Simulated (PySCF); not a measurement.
# Bond curve of HgP

Set-up: Hg def2-SVPD with ECP60, P def2-SVPD; scalar-relativistic core potentials (PySCF 2.14). Energies in eV from Hg + P in their ground configurations at the same level. State: ⁴Σ⁻ (quartet), unpaired electrons σ ↑, π ↑↑.

All columns are r²SCANh. A positive dipole means Hg(−)P(+).

| R (Å) | E (eV) | μ (D) | Mulliken charge on Hg (basis-dependent) | HOMO (eV) | LUMO (eV) | Mayer bond order | ⟨S²⟩ |
| --- | --- | --- | --- | --- | --- | --- | --- |
| 2.587 | -0.061 | -0.36 | 0.06 | -5.50 | -3.06 | 0.74 | 3.76 |
| 2.707 | -0.106 | -0.35 | 0.06 | -5.65 | -2.98 | 0.63 | 3.76 |
| 2.828 | -0.122 | -0.31 | 0.05 | -5.81 | -2.98 | 0.53 | 3.76 |
| 2.918 | -0.123 | -0.26 | 0.04 | -5.92 | -3.00 | 0.46 | 3.76 |
| 3.008 | -0.120 | -0.21 | 0.04 | -6.03 | -3.01 | 0.39 | 3.76 |
| 3.098 | -0.115 | -0.17 | 0.03 | -6.13 | -3.01 | 0.33 | 3.76 |
| 3.219 | -0.106 | -0.11 | 0.02 | -6.26 | -3.01 | 0.27 | 3.76 |
| 3.369 | -0.094 | -0.06 | 0.01 | -6.40 | -2.99 | 0.20 | 3.75 |
| 3.549 | -0.080 | -0.01 | 0.00 | -6.54 | -2.96 | 0.15 | 3.75 |
| 3.790 | -0.064 | 0.02 | 0.00 | -6.69 | -2.92 | 0.10 | 3.75 |

A fit through these points gives, at Re = 2.897 Å, μ = -0.27 D and dμ/dR = 0.511 D/Å; the reduced mass is 26.86 u.

Problem. How strong is the fundamental in the double-harmonic approximation, I = 42.26·(dμ/dR)²/μred km/mol?

Solution. I = 42.26·(0.511)²/26.86 = 0.411 km/mol at r²SCANh.

The bond is weak. Basis-set superposition, not corrected here, can be much of De in a small basis, most of all at correlated wavefunction levels. Functionals without a dispersion term scatter widely for such bonds, and LDA overbinds them. Spin–orbit coupling is left out, which matters for elements this heavy, above all for dissociation energies. The state is the lowest determinant that a PBE0 search found; another state may lie lower at other levels.
